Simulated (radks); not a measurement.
Results of a calculation; reference values are marked as such.
Q: Dipole-allowed excitations along the series with 30 electrons in [Ar] 3d10 4s2. Code: a radial shooting solver on a logarithmic mesh with Libxc functionals. Model: scalar-relativistic Kohn-Sham, PBE, spin-polarised, spherical densities, finite nucleus; Fermi nuclear charge, rms radius of each element as measured or else 0.836 A^(1/3) + 0.57 fm. Time-dependent linear response with the Hartree and adiabatic LDA kernel, continuum included through the Sternheimer equations, no spin-orbit coupling, so fine structure and intercombination lines are absent. Lines are the poles of the dipole polarisability below minus the highest occupied eigenvalue, found on a grid refined at the orbital gaps; the lowest seven at most are given, and weak or close lines can be missed. The first line takes the name of the lowest orbital gap if no other gap lies below it; otherwise a line is named after a gap within 0.6 % of it, if that gap stands alone.

species  -e(HOMO) (eV)  lowest orbital gap (eV)  first line (eV)     f  static alpha (bohr^3)
Ge2+            29.250              4s-4p 9.443   11.713 (4s-4p)  1.64                  10.05
As3+            44.431             4s-4p 11.558   14.337 (4s-4p)  1.63                  6.623
Br5+            81.036             4s-4p 15.740   19.388 (4s-4p)  1.58                  3.467
Kr6+            102.32             4s-4p 17.840   21.884 (4s-4p)  1.55                  2.658
Rb7+            125.52             4s-4p 19.960   24.385 (4s-4p)  1.51                  2.091

Estimate the first line of Se4+, its oscillator strength and the static polarisability.

A: 16.880 eV (4s-4p), f = 1.61, alpha = 4.680 bohr^3.
